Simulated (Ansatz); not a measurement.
Isolated molecules relaxed with PBE0-D4/def2-TZVP in Ansatz; ΔE leaves out vibrations. CCSD(T)/CBS is the MP2 limit (def2-TZVPP, def2-QZVPP) plus CCSD(T) − MP2 in def2-TZVPP, frozen cores. DFT in def2-TZVPP. B3LYP here is the variant with VWN-RPA as its local correlation; programs differ in this. No spin–orbit coupling; open shells (•) take unrestricted orbitals. Each species was taken in one conformer, which may not be the lowest.

`O[SiH](O)[SiH](Cl)Cl` → `Cl[SiH]Cl`• + `O[SiH]O`•  (homolysis of the Si–Si bond)

`O[SiH](O)[SiH](Cl)Cl`:

Cartesian coordinates in Å:
```
O -0.135 0.778 1.768
Si 0.134 -0.474 0.745
O -1.135 -1.504 0.585
Si 0.409 0.377 -1.424
Cl -0.889 1.979 -1.554
Cl 2.329 1.061 -1.666
H -0.732 1.469 1.469
H 1.325 -1.160 1.298
H -1.417 -2.014 1.347
H 0.112 -0.513 -2.568
```

`Cl[SiH]Cl`•:

```xyz
4

Cl    1.561    0.859    0.598
Si    0.168   -0.445   -0.142
Cl   -1.502   -0.441    1.041
H    -0.228    0.027   -1.497
```

`O[SiH]O`•:

Cartesian coordinates in Å:
```
O -0.080 0.810 0.991
Si 0.204 -0.544 0.087
O -0.020 -0.142 -1.488
H 0.297 0.834 1.872
H -0.813 -1.611 0.341
H 0.412 0.654 -1.803
```

What is ΔE at CCSD(T)/CBS? (Best estimate.)

Ansatz gave: +342.7 kJ/mol.

What do these levels give: r2SCAN-D4, PBE0-D4, B3LYP-D4, ωB97M-V, B2PLYP, PBE, MP2/def2-TZVPP, CCSD/def2-TZVPP, CCSD(T)/def2-TZVPP, HF/CBS(def2), MP2/CBS(def2), CCSD/CBS(def2)? (Best estimate.)

Computed: r2SCAN-D4 308.1, PBE0-D4 324.0, B3LYP-D4 319.9, ωB97M-V 341.7, B2PLYP 315.8, PBE 303.0, MP2/def2-TZVPP 333.9, CCSD/def2-TZVPP 326.8, CCSD(T)/def2-TZVPP 332.3, HF/CBS(def2) 245.1, MP2/CBS(def2) 344.3, CCSD/CBS(def2) 337.2 kJ/mol.

Largest T1 diagnostic among the species: 0.015.

In def2-TZVPP, CCSD(T) changes the Hartree–Fock value by +84.4 kJ/mol (the triples alone add +5.5 kJ/mol) and MP2 by +86.0 kJ/mol; breaking electron pairs costs correlation energy, which Hartree–Fock lacks. The D4 term adds +20.0 kJ/mol with B3LYP and +11.4 kJ/mol with PBE0; it sums over pairs of atoms, weighted by their polarisabilities, and B3LYP, whose exchange is more repulsive, gets the larger term.
